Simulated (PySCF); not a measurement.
1-bromo-1-chlorocyclopropane (C3H4BrCl), SMILES ClC1(CC1)Br. Atoms are numbered in the order given.

```xyz
9

Cl     1.2074     1.5694     0.0000
C     -0.2464     0.5579     0.0000
Br     0.1467    -1.3424     0.0000
C     -1.4482     1.0339     0.7616
C     -1.4482     1.0339    -0.7616
H     -2.0509     0.2761     1.2850
H     -1.3510     1.9980     1.2843
H     -2.0509     0.2761    -1.2850
H     -1.3510     1.9980    -1.2843
```

The structure is a stationary point at PBE-D3(BJ)/def2-SVP.

These are TDDFT-PBE/def2-SVPD (PySCF) values and carry that method's errors.

Vertical excitations. Gas-phase values at a fixed geometry. State labels are in the subgroup Cs.

```json
[
 {"state": "S1", "symmetry": "A\"", "energy (eV)": "4.98", "λ (nm)": "249", "f": "0.000", "main pairs": "HOMO→LUMO 98 %"},
 {"state": "S2", "symmetry": "A'", "energy (eV)": "5.50", "λ (nm)": "226", "f": "0.014", "main pairs": "HOMO−1→LUMO 99 %"},
 {"state": "S3", "symmetry": "A\"", "energy (eV)": "5.66", "λ (nm)": "219", "f": "0.000", "main pairs": "HOMO→LUMO+1 51 %, HOMO−2→LUMO 48 %"},
 {"state": "S4", "symmetry": "A\"", "energy (eV)": "5.80", "λ (nm)": "214", "f": "0.000", "main pairs": "HOMO−2→LUMO 50 %, HOMO→LUMO+1 47 %"},
 {"state": "S5", "symmetry": "A'", "energy (eV)": "5.94", "λ (nm)": "209", "f": "0.022", "main pairs": "HOMO−3→LUMO 78 %, HOMO−1→LUMO+1 20 %"},
 {"state": "S6", "symmetry": "A'", "energy (eV)": "6.20", "λ (nm)": "200", "f": "0.057", "main pairs": "HOMO−1→LUMO+1 78 %, HOMO−3→LUMO 19 %"},
 {"state": "S7", "symmetry": "A\"", "energy (eV)": "6.65", "λ (nm)": "187", "f": "0.000", "main pairs": "HOMO−2→LUMO+1 97 %"},
 {"state": "S8", "symmetry": "A\"", "energy (eV)": "6.68", "λ (nm)": "186", "f": "0.060", "main pairs": "HOMO→LUMO+2 99 %"},
 {"state": "S9", "symmetry": "A'", "energy (eV)": "6.79", "λ (nm)": "183", "f": "0.018", "main pairs": "HOMO−3→LUMO+1 97 %"},
 {"state": "S10", "symmetry": "A'", "energy (eV)": "7.09", "λ (nm)": "175", "f": "0.024", "main pairs": "HOMO−1→LUMO+2 98 %"},
 {"state": "T1", "symmetry": "A\"", "energy (eV)": "4.48", "λ (nm)": "276", "f": "0", "main pairs": "HOMO→LUMO 99 %"},
 {"state": "T2", "symmetry": "A'", "energy (eV)": "4.87", "λ (nm)": "255", "f": "0", "main pairs": "HOMO−1→LUMO 99 %"},
 {"state": "T3", "symmetry": "A\"", "energy (eV)": "5.35", "λ (nm)": "232", "f": "0", "main pairs": "HOMO−2→LUMO 66 %, HOMO→LUMO+1 32 %"},
 {"state": "T4", "symmetry": "A\"", "energy (eV)": "5.48", "λ (nm)": "226", "f": "0", "main pairs": "HOMO→LUMO+1 66 %, HOMO−2→LUMO 33 %"}
]
```
Triplets are in the Tamm–Dancoff approximation, which puts them higher than full response would, so one can lie above its singlet here.
